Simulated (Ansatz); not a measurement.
```yaml
crystal:
  periodic: [false, false, false]
  atoms:
    - {symbol: C, position_ang: [-1.479411, 0.967289, -0.604398]}
    - {symbol: Si, position_ang: [0.261383, 0.045263, -0.483034]}
    - {symbol: N, position_ang: [0.136210, -1.749821, -1.100565]}
    - {symbol: Si, position_ang: [0.803719, -0.070989, 1.910638]}
    - {symbol: Cl, position_ang: [1.457578, 1.214307, -1.535102]}
    - {symbol: H, position_ang: [-1.835814, 0.850140, -1.790467]}
    - {symbol: H, position_ang: [-2.052105, 0.466049, -0.020631]}
    - {symbol: H, position_ang: [-1.641684, 2.035384, -0.122645]}
    - {symbol: H, position_ang: [0.819446, -2.302502, -0.921493]}
    - {symbol: H, position_ang: [-0.497252, -1.705698, -2.101902]}
    - {symbol: H, position_ang: [1.398829, 1.445578, 2.199197]}
    - {symbol: H, position_ang: [0.109863, -0.693928, 2.568479]}
    - {symbol: H, position_ang: [2.306216, -0.753279, 1.712497]}
basis:
  gaussian: {orbitals: aug-cc-pVDZ}
hamiltonian: {xc: {name: r2SCAN0}}
accuracy: high
relax: {f_tol: 0.0001, max_steps: 1}
output: {forces: true}
```

```sh
$ ansatz run in.yaml --threads 4 --pin off --events-out ev --progress --plain --max-ram 10444MiB
```

Shortened log:

```
Functional definition: r2SCAN0
4272 factors; integrals over basis functions are off by at most 2.3e-9 eV
mean field evaluation 1: about -30916.9236 eV, gradient 7.2e1 eV
mean field evaluation 2: about -30903.8192 eV, gradient 9.7e1 eV
mean field evaluation 4: about -30928.5081 eV, gradient 6.2e0 eV
mean field evaluation 8: about -30928.7053 eV, gradient 2.9e-1 eV
mean field evaluation 16: about -30928.7056 eV, gradient 5.6e-5 eV
mean field -30928.70555505 eV, -1136.6089649184 hartree, gradient 6.5e-8 eV, S^2 0.000000; 0 other end points of the search recorded, 0 dependent functions left out
reference -30928.70555857 eV, -1136.6089650478 hartree; 33, 33 occupied and 166, 166 virtual orbitals, 4272 factors
relax step   1: F+E_penalty+E_count = -30928.70555505 eV  Δ(F+E_penalty+E_count) = +0.000e0 eV  max|allowed force component| = 1.206e1 eV/Å  Δτ_max = 0.0000 Å  (33 SCF iters, accepted)
Error: geometry relaxation did not converge after 1 steps: max|allowed force component| = 1.21e1 eV/Å (threshold 1.0e-4). Raise `relax.max_steps` over both its present limit and 1, loosen `relax.f_tol`, or start from a geometry closer to equilibrium. Where this run's directory can be resumed (`checkpoint.write`), a resume goes on for up to `relax.max_steps` more
```

(1) What is wrong with this run?

Results:

(1) The relaxation is allowed too few steps for its threshold. The run did not converge.
